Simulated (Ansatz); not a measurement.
System: ZnBr (charge +1, singlet). SMILES: [Zn+][Br]
Coordinates optimised at B3LYP-D3(BJ)/def2-TZVP (Ansatz, a quantum-chemistry and plane-wave program):
```
Zn
Br 1 2.2139
```
Charge +1, spin multiplicity 1.

Wanted: vertical triplet-singlet gap, E(triplet) - E(singlet), in eV. Conventions: non-relativistic; no spin-orbit coupling; open shells spin-unrestricted; six Cartesian d functions in 6-31G* and its kin unless marked 5d; each state is the SCF solution reached for its charge and spin. Ab initio and DFT rows: single points at B3LYP-D3(BJ) geometries (Ansatz). The spin state of an ion or metal species was assumed, not searched. Levels can end on unlike triplets.

```tsv
species	coefficient	E at B3LYP/6-31G* (Ansatz), Eh	E at B3LYP/def2-TZVPD (Ansatz), Eh
charge 1, triplet	+1	-4352.61651	-4353.25716
charge 1, singlet	-1	-4352.69740	-4353.33285
```

 1 Eh = 27.2114 eV.

**Question.** Work the quantity out at each level.

**Answer.** 
- B3LYP/6-31G*: the sum of coefficient times E is 0.08089 Eh, or 2.201 eV. Result: 2.20 eV.
- B3LYP/def2-TZVPD: the sum of coefficient times E is 0.07569 Eh, or 2.060 eV. Result: 2.06 eV.
